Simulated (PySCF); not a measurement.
Species: C7H14FNSi.
SMILES with atom numbers: `[F:1][SiH2:2][NH:3][C@@H:4]1[CH2:5][CH2:6][C@@H:7]1[CH:8]1[CH2:9][CH2:10]1`

Cartesian coordinates in Å at the GFN2-xTB level; atoms count from 1:
```
atom  x, y, z in Å
F1    -3.3036    2.0224   -0.3089
Si2   -2.6415    0.7237    0.3746
N3    -1.5637    0.1902   -0.8357
C4    -0.6546   -0.9144   -0.8216
C5    -0.7692   -1.9173    0.3336
C6     0.7559   -1.8833    0.5044
C7     0.8322   -0.6541   -0.4232
C8     1.0677    0.6455    0.2952
C9     2.4443    1.2384    0.3445
C10    1.3801    1.8865   -0.4877
H11   -3.7214   -0.2301    0.5921
H12   -2.0755    1.2367    1.6219
H13   -1.3358    0.8539   -1.5617
H14   -0.7003   -1.4221   -1.7937
H15   -1.2099   -2.8800    0.0849
H16   -1.2960   -1.4957    1.1850
H17    1.1146   -1.7196    1.5181
H18    1.2517   -2.7589    0.0909
H19    1.5368   -0.7477   -1.2523
H20    0.4530    0.7688    1.1777
H21    3.2409    0.7166   -0.1641
H22    2.7606    1.7314    1.2510
H23    0.9645    2.8255   -0.1560
H24    1.4576    1.8033   -1.5617
```

Definitions: NICS(0) = −σiso at the ring centroid; NICS(1) = −σiso and NICS(1)zz = −σzz at ±1 Å along the ring normal z. Level: GIAO PBE0/pcSseg-1 (PySCF, non-relativistic, gas phase) on the GFN2-xTB geometry, one conformer.

Rings: 1. C4–C5–C6–C7; 2. C8–C9–C10.

| set | NICS(0) | NICS(1), two faces | NICS(1)zz, two faces |
| --- | --- | --- | --- |
| P | -43.5 | -8.4 / -8.7 | -22.5 / -21.1 |
| Q | -0.6 | -1.4 / -0.1 | 0.9 / 6.7 |

Which set (ppm) belongs to which ring?

P = 2, Q = 1.
- 1 (4-membered carbocycle; formal bonds all single): mean NICS(1)zz 3.8 ppm, deshielded. C4, C5, C6, C7 have four or more neighbours; no verdict on aromaticity is drawn.
- 2 (3-membered carbocycle; formal bonds all single): mean NICS(1)zz -21.8 ppm, shielded. C8, C9, C10 have four or more neighbours; no verdict on aromaticity is drawn.

How do the rings differ in shape?

```csv
ring,bond lengths (Å),rms pucker (Å),HOMA,nearest outside atom to a NICS(1) probe (Å)
1,"1.534, 1.535, 1.542, 1.561",0.08,–,hydrogen 1.49
2,"1.500, 1.498, 1.500",0.00,–,hydrogen 1.43
```

On one thread of an Arm Neoverse V1, shared host with 32 logical CPUs at a one-minute load of 30, this took 66 s wall and 1.1 GiB of memory at its peak. This is the whole shielding run at PBE0/pcSseg-1, SCF included.
